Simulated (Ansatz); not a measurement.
[Al(H2O)6]3+ (AlO₆H₁₂³⁺). Charge 3, multiplicity 1. Geometry B3LYP-D4/def2-SVP, basis def2-TZVP, Ansatz.

```json
{"run": "A", "HOMO (eV)": "-25.76", "LUMO (eV)": "-12.10"}
{"run": "B", "HOMO (eV)": "-22.20", "LUMO (eV)": "-14.01"}
{"run": "C", "HOMO (eV)": "-22.29", "LUMO (eV)": "-13.97"}
{"run": "D", "HOMO (eV)": "-24.20", "LUMO (eV)": "-12.96"}
{"run": "E", "HOMO (eV)": "-26.74", "LUMO (eV)": "-11.31"}
{"run": "F", "HOMO (eV)": "-22.73", "LUMO (eV)": "-13.25"}
```

**Question.** The runs used BLYP, CAM-B3LYP, PBE, PBE0, r2SCAN, ωB97M-V. Estimate which is which.

**Answer.** A CAM-B3LYP (range-separated); B BLYP (0 % exact exchange); C PBE (0 % exact exchange); D PBE0 (25 % exact exchange); E ωB97M-V (range-separated); F r2SCAN (0 % exact exchange). Exact exchange lowers occupied and raises empty levels; among semilocal functionals meta-GGAs tend to open the gap a little, and such runs are hard to tell apart. The gap grows from 8.20 eV (BLYP) to 15.43 eV (ωB97M-V).
